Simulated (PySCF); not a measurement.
The same groups moved round the core (benzothiophene chloro+silyl). All species are isolated molecules in the gas phase. Strings in code marks are SMILES.

The LUMO from two functionals at the same geometries (PBE0-D3(BJ)/def2-SVP), both in PySCF: PBE-D3(BJ)/def2-TZVP and PBE0-D3(BJ)/def2-TZVP. 

```tsv
species	PBE-D3(BJ)/def2-TZVP (eV)	PBE0-D3(BJ)/def2-TZVP (eV)
`c12cc([SiH3])cc(Cl)c1ccs2`	-2.16	-1.38
`c12cc(cc(c2ccs1)[SiH3])Cl`	-2.21	-1.43
`[SiH3]c1cc2cc(Cl)ccc2s1`	-2.24	-1.46
`c1c(ccc2cc(sc12)[SiH3])Cl`	-2.19	-1.43
`[SiH3]c1cc2ccsc2cc1Cl`	-2.02	-1.21
`[SiH3]c1ccc(Cl)c2ccsc12`	-2.13	-1.35
```

Over these rows, drawn at random from the members with no instability flagged (it was tested for open shells, ions and some series alone), PBE minus PBE0-D3(BJ): mean -0.78 eV, from -0.81 eV to -0.77 eV.
